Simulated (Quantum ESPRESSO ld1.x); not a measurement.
Sr3+, 35 electrons, occupied as [Ar] 3d10 4s2 4p5. Calculated with ld1.x of Quantum ESPRESSO 7.5: Dirac Kohn-Sham, LDA (Slater exchange, Perdew-Zunger correlation), spin-unpolarised, spherical densities, point nucleus; open shells fill j = l - 1/2 first.

Spin-orbit splittings of the eigenvalues, e(l+1/2) - e(l-1/2), with zeta = 2 splitting/(2l+1) and mean radii in bohr:

shell  occ.  splitting (eV)  zeta (eV)  <r> j=l-1/2  <r> j=l+1/2
2p        6           68.29      45.53       0.1476       0.1517
3p        6           10.50      7.002       0.4917       0.5022
3d       10           1.837     0.7347       0.4956       0.4993
4p        5           1.313     0.8754        1.472        1.500
4d        0          0.1255    0.05022        2.063        2.073
4f        0       0.0007479  0.0002137        4.293        4.293
5p        0          0.2701     0.1801        3.556        3.606
